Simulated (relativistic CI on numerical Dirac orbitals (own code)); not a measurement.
## Nd⁴⁺: 3d photoemission

Computed with this model: Dirac-Coulomb-Breit CI, orbitals from a KLI potential per configuration, a model potential for QED, valence Slater integrals scaled by 0.8, multiplet model of photoemission in the sudden approximation; configurations [Xe] 4f2 → [Ar] 3d9 4s2 4p6 4d10 4f2 5s2 5p6; 300 K; Lorentzian 1.26 eV and Gaussian 0.7 eV FWHM. Energies are those of the free ion, without screening or charge transfer. The energies are binding energies and can lie tens of eV above those of solids. S is read from ⟨S²⟩ = S(S + 1).

free ion: ground-state S = 0.97, centroid 1050.53 eV. Peaks (eV, height): 1041.2 (100), 1062.8 (51), 1063.6 (51), 1066.2 (26), 1068.6 (14).

Strongest unbroadened transitions for free ion:

| Energy (eV) | Relative strength |
| --- | --- |
| 1039.87 | 27.0 |
| 1040.02 | 27.1 |
| 1040.37 | 18.4 |
| 1040.85 | 100.0 |
| 1040.90 | 8.7 |
| 1041.07 | 14.5 |
| 1041.48 | 10.9 |
| 1041.50 | 28.3 |
| 1041.72 | 12.5 |
| 1041.82 | 54.3 |
| 1042.34 | 19.9 |
| 1043.12 | 14.4 |
| 1062.57 | 82.3 |
| 1063.27 | 12.5 |
| 1063.70 | 12.0 |
| 1063.93 | 58.4 |
| 1066.27 | 44.4 |
| 1068.67 | 22.9 |
